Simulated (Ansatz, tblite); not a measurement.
Removing an electron: [IBr2]- (IBr2⁻). The state is a singlet with charge -1. Geometry: PBE0-D4/def2-TZVPD. Ansatz, gas phase; energy differences of separate SCF runs; the oxidised species was run as a doublet alone.

```xyz
3

I     0.000    0.000    0.000
Br    2.451   -1.167   -0.172
Br   -2.451    1.167    0.172
```

In the def2 sets I takes a core potential; there is no spin–orbit coupling. The xTB rows come from tblite. HOMO above LUMO, or a gap near zero within one spin, warns that the state may not be the lowest or that an electron is smeared out.

Estimate orbital energies and vertical ionisation energies at: GFN1-xTB; GFN2-xTB; r2SCAN-D4/def2-TZVPD; PBE0-D4/def2-TZVPD.


```tsv
level	−HOMO (eV)	vertical IE (eV)	−LUMO (eV)	HOMO–LUMO gap (eV)	remarks
GFN1-xTB	3.47	7.57	-0.07	3.53	–
GFN2-xTB	6.23	9.09	3.04	3.20	–
r2SCAN-D4/def2-TZVPD	1.89	4.40	-0.99	2.87	gap within one spin near zero (doublet)
PBE0-D4/def2-TZVPD	2.79	4.60	-1.57	4.35	–
```

Relaxing the oxidised species (PBE0-D4/def2-TZVPD) changes its energy by -0.14 eV at PBE0-D4/def2-TZVPD, so the adiabatic ionisation energy to this nearest minimum is 4.46 eV.  Run but left out: PBE-D4/def2-TZVPD (neutral doublet: an occupied level 0.02 eV above an empty one).  Raw xTB energy differences between charge states are shifted by several eV; the methods need an empirical correction for them.
